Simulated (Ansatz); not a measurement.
`O[SiH](O)C#C[SiH3]` + H₂S → `O[SiH](O)S` + `C#C[SiH3]`  (ligand exchange at the Si–C bond)

Computed with Ansatz on PBE0-D4/def2-TZVP structures; ΔE is electronic, products minus reactants. CCSD(T)/CBS is the MP2 limit (def2-TZVPP, def2-QZVPP) plus CCSD(T) − MP2 in def2-TZVPP, frozen cores. This one scheme is used for every species. DFT in def2-TZVPP. One conformer a species, not always the lowest.

Task: Is it downhill or uphill in electronic energy at CCSD(T)/CBS, and by how much? (An estimate is asked.)

Result: The calculation gave: Downhill: ΔE = -5.3 kcal/mol.

Task: What do these levels give: LDA (SPW92), BLYP-D4, CAM-B3LYP-D4, ωB97X-V, RPA@PBE/def2-TZVPP, CCSD/def2-SVP? (Estimate.)

Result: Computed: LDA (SPW92) -6.1, BLYP-D4 -4.6, CAM-B3LYP-D4 -4.7, ωB97X-V -5.6, RPA@PBE/def2-TZVPP -3.4, CCSD/def2-SVP -3.7 kcal/mol.

Largest T1 diagnostic among the species: 0.013.

Leaving LDA and LC-ωPBE aside and taking each functional with its dispersion term where it has one, the values spread over 1.4 kcal/mol, from PBE0-D4 to BLYP-D4. At CCSD(T), def2-SVP lies +1.9 kcal/mol from the extrapolated value and def2-TZVPP +0.9 kcal/mol.
